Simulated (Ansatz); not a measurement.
One change: `[CH3][GeH2][O]C=O` becomes `COC=O`.

Ansatz, PBE0-D4/def2-TZVP geometries, multiplicity 1. Each molecule was computed in one conformer, which needn't be the lowest.

Scalar relativity is left out up to krypton.

```tsv
property	`[CH3][GeH2][O]C=O`
HOMO energy (PBE/def2-TZVPP) / eV	-6.53
LUMO energy (B3LYP/def2-TZVPP) / eV	-0.22
HOMO energy (B3LYP/def2-TZVPP) / eV	-7.94
zero-point energy (PBE0-D4/def2-TZVP) / kJ/mol	201.5
ideal-gas entropy at 298 K and 1 bar (rigid rotor, harmonic PBE0-D4/def2-TZVP) / J/(mol·K)	352
LUMO energy (PBE/def2-TZVPP) / eV	-1.06
```

(1) What does the change do to each property? (An estimate is asked.)

Results:

(1) The calculation gave: 
```csv
property,`COC=O`,shift
HOMO energy (PBE/def2-TZVPP) / eV,-6.65,-0.12
LUMO energy (B3LYP/def2-TZVPP) / eV,-0.25,-0.03
HOMO energy (B3LYP/def2-TZVPP) / eV,-8.10,-0.16
zero-point energy (PBE0-D4/def2-TZVP) / kJ/mol,163.5,-38.0
"ideal-gas entropy at 298 K and 1 bar (rigid rotor, harmonic PBE0-D4/def2-TZVP) / J/(mol·K)",284,-68
LUMO energy (PBE/def2-TZVPP) / eV,-1.10,-0.04
```

The zero-point energy changes by -38.0 kJ/mol with -9 modes.

B3LYP here is the variant with VWN-RPA as its local correlation; programs differ in this.
